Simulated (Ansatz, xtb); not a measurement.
**CuH5Si2: where a starting geometry ends**

The starting geometry of this gas-phase singlet has its atoms placed at random.

| atom | x (Å) | y (Å) | z (Å) |
| --- | --- | --- | --- |
| Cu | 0.3205 | -0.8053 | -1.5425 |
| Si | 0.4589 | 0.0141 | 0.4666 |
| Si | -0.8390 | 0.0260 | 2.0638 |
| H | -0.3458 | 0.5466 | -1.5877 |
| H | 1.0772 | -1.9048 | 0.1469 |
| H | 1.0773 | -1.0405 | 1.0455 |
| H | 1.7336 | 0.4006 | -1.2170 |
| H | -1.9717 | 0.2407 | 0.9458 |

Q: One run relaxed it with r2SCAN-D4/def2-SVP. What is a likely outcome?

A: It ends as a structure with H4 bridging Cu1 and Si3, H5 bridging Cu1 and Si2, H8 bridging Cu1 and Si3, given below by its coordinates. Distances that change by over a tenth: Cu1–H4 (1.51 → 1.81 Å), Si2–Si3 (2.06 → 2.48 Å), Si2–H6 (1.35 → 1.49 Å). Contacts that open: Cu1–H7 (1.89 → 3.34 Å). Contacts that close: Cu1–Si3 (3.88 → 2.30 Å), Cu1–H5 (2.15 → 1.81 Å), Cu1–H8 (3.54 → 1.81 Å), Si2–H5 (2.04 → 1.61 Å), Si2–H7 (2.15 → 1.49 Å), Si3–H4 (3.72 → 1.62 Å).

The energy falls by 8.19 eV over 23 steps:

```tsv
step	E − E(last) (eV)
1	8.194
3	4.746
6	2.542
8	2.030
11	1.457
13	1.002
16	0.353
18	0.093
21	0.005
23	0.000
```

Final geometry (Å):

```tsv
atom	x (Å)	y (Å)	z (Å)
Cu	-0.6016	-0.9412	-0.9150
Si	1.1198	-0.3666	0.4636
Si	-1.0435	0.8501	0.4569
H	-1.0116	0.8035	-1.1640
H	1.0752	-1.5576	-0.6179
H	1.4551	-1.1231	1.7056
H	2.3140	0.3972	-0.0030
H	-1.7966	-0.5850	0.3950
```

From the same start GFN2-xTB ends elsewhere, in pieces: H3Si2 + CuH2.

From so rough a start the end depends on the optimiser's path, so another program may land elsewhere. The end wasn't checked by frequencies. Run with Ansatz 0.2.0, 110 s on 1 thread of Intel(R) Xeon(R) Platinum 8375C CPU @ 2.90GHz (Ice Lake) (shared host).
